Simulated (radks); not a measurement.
Question: Species: the magnesium ion Mg2+. Configuration: [Ne]. Calculated with a radial shooting solver on a logarithmic mesh with Libxc functionals: non-relativistic Kohn-Sham, PBE, spin-polarised, spherical densities, point nucleus. Some entries of the table are withheld. Estimate them.

orbital  occ.  eigenvalue (hartree)  <1/r> (bohr^-1)
1s          2             -46.95527            11.59
2s          2                   (1)            2.098
2p          6              -2.45183              (2)

Answer: 
(1) 2s eigenvalue (hartree): -3.66183
(2) 2p <1/r> (bohr^-1): 1.963
